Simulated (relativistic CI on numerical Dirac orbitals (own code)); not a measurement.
# d6 in a ligand field

Computed with a parametric ligand-field model of a d^n configuration (Racah B and C, spin-orbit zeta, crystal field), exact diagonalisation.

Field parameters in Wybourne normalisation: Oh B⁴₀ = 21Dq, B⁴₄ = √(5/14) B⁴₀. The field is a parameter set, without covalency.

(1) Ground term and bands for B = 880, C = 4390, ζ = 0 cm⁻¹, Oh, 10Dq = 37840 cm⁻¹?

(2) Ground term and bands for B = 880, C = 4390, ζ = 0 cm⁻¹, Oh, 10Dq = 13200 cm⁻¹?

(3) Ground term and bands for B = 880, C = 4390, ζ = 0 cm⁻¹, Oh, 10Dq = 880 cm⁻¹?

(4) Ground term and bands for B = 880, C = 4390, ζ = 0 cm⁻¹, Oh, 10Dq = 6160 cm⁻¹?

(5) Ground term and bands for B = 880, C = 4390, ζ = 0 cm⁻¹, Oh, 10Dq = 14960 cm⁻¹?

Results:

(1) Ground term 1A1 with 0.03 electrons in the two orbitals of the cubic e set. Spin-allowed: 1T1 34793 cm⁻¹ (287 nm), 1T2 46935 cm⁻¹ (213 nm), 1T2 71154 cm⁻¹ (141 nm), 1E 72063 cm⁻¹ (139 nm). Lowest spin-forbidden: 3T1 25544 cm⁻¹ (391 nm), 3T2 31535 cm⁻¹ (317 nm), 5T2 38192 cm⁻¹ (262 nm).

(2) Ground term 5T2 with 2.00 electrons in the two orbitals of the cubic e set. Spin-allowed: 5E 13200 cm⁻¹ (758 nm). Lowest spin-forbidden: 1A1 9593 cm⁻¹ (1042 nm), 3T1 11017 cm⁻¹ (908 nm), 3T2 15227 cm⁻¹ (657 nm).

(3) Ground term 5T2 with 2.00 electrons in the two orbitals of the cubic e set. Spin-allowed: 5E 880 cm⁻¹. Lowest spin-forbidden: 3T1 20884 cm⁻¹ (479 nm), 3T2 21139 cm⁻¹ (473 nm), 3T1 21720 cm⁻¹ (460 nm).

(4) Ground term 5T2 with 2.00 electrons in the two orbitals of the cubic e set. Spin-allowed: 5E 6160 cm⁻¹ (1623 nm). Lowest spin-forbidden: 3T1 17312 cm⁻¹ (578 nm), 3T2 19766 cm⁻¹ (506 nm), 3T1 22134 cm⁻¹ (452 nm).

(5) Ground term 5T2 with 2.00 electrons in the two orbitals of the cubic e set. Spin-allowed: 5E 14960 cm⁻¹ (668 nm). Lowest spin-forbidden: 1A1 6257 cm⁻¹ (1598 nm), 3T1 9380 cm⁻¹ (1066 nm), 3T2 13860 cm⁻¹ (722 nm).
